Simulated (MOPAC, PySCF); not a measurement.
Noncovalent pair: CH3F (SMILES CF) (first 5 atoms) with GeH4 (SMILES [GeH4]); geometry from B3LYP-D3(BJ)/def2-TZVP, rigid monomers moved along the line of their centres of mass till F2···Ge6 is 4.53 Å.
(charge 0, multiplicity 1):
```xyz
10

C     -0.43276    -0.03777    -0.15559
F      0.76525    -0.17114     0.53997
H     -1.01889     0.75615     0.30778
H     -0.20666     0.21423    -1.19193
H     -0.97333    -0.98311    -0.10454
Ge    -0.15986    -0.22824     4.97784
H     -0.46049     1.14402     4.35756
H      1.34340    -0.51981     4.91355
H     -0.94180    -1.31343     4.22296
H     -0.61687    -0.21999     6.44740
```

Interaction energies are E(AB) − E(A) − E(B) at the monomers' geometry in the complex; basis-set methods are counterpoise corrected. Rows marked so take none.

Rows in 6-31G* carry no dispersion term and start afresh at each structure (6-31G* with six Cartesian d functions); the Pople sets are all-electron and without relativity. MP2/6-31G* freezes PySCF's default core, which leaves 3d correlated. The state that PM3, PM6 reach isn't checked.

Programs: MOPAC for PM3, PM6 (differences of heats of formation); PySCF for 6-31G* rows. Each number belongs to the level named beside it.

Q: One of these levels gives -3.5 kJ/mol for the interaction energy. Which?
A. PM3
B. PM6
C. MP2/6-31G* (no counterpoise)

A: C, MP2/6-31G* (no counterpoise). The others give 1.2 (PM3), -0.3 (PM6)
